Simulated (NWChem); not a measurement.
Species: CrO₂F cation; SMILES [O]=[Cr+](=[O])[F]

Program: NWChem. All runs use the structure optimised with PBE-D3(BJ)/def2-SVP. The spin multiplicity was typed, not searched, and may not be the lowest.

Q: What does the run give for B3LYP/def2-TZVP? Quantities: highest occupied level (eV); orbital gap (eV).

A: 
```yaml
highest occupied level (eV): -17.26
orbital gap (eV): 3.95
```
